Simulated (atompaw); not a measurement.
# u(r) = r·R(r): atom against pseudo-atom (neon)

Columns: radius, all-electron u(r) and pseudo u(r) of the 2p shell (level -13.33 eV) of neon in the configuration [He] 2s2 2p6; PBE, scalar-relativistic, PAW (atompaw) scheme, atompaw 4.2.0.5.

```
r (bohr)  all-electron  pseudo
   0.063        0.0842  0.0060
   0.127        0.2549  0.0240
   0.190        0.4342  0.0529
   0.254        0.5963  0.0924
   0.317        0.7255  0.1398
   0.381        0.8246  0.1948
   0.444        0.8928  0.2536
   0.508        0.9359  0.3159
   0.571        0.9571  0.3775
   0.635        0.9616  0.4381
   0.698        0.9531  0.4938
   0.762        0.9347  0.5446
   0.825        0.9096  0.5874
   0.888        0.8796  0.6218
   0.952        0.8459  0.6474
   1.015        0.8108  0.6632
   1.079        0.7741  0.6697
   1.142        0.7376  0.6673
   1.206        0.7008  0.6568
   1.269        0.6653  0.6397
   1.333        0.6301  0.6169
   1.396        0.5965  0.5907
   1.460        0.5636  0.5617
   1.523        0.5326  0.5322
   1.587        0.5025  0.5025
   1.650        0.4743  0.4743
```

(1) How many radial nodes do the two functions have?

(2) Where does each function peak?

(3) Is the pseudo-wave norm-conserving?

Results:

(1) The all-electron 2p function has n − l − 1 = 0; the pseudo-wave has 0.

(2) Outermost all-electron maximum near 0.64 bohr, pseudo maximum near 1.08 bohr (to the table’s step).

(3) No, it belongs to a PAW set: the norm inside the radius is not constrained, and the difference is carried by the augmentation charge.
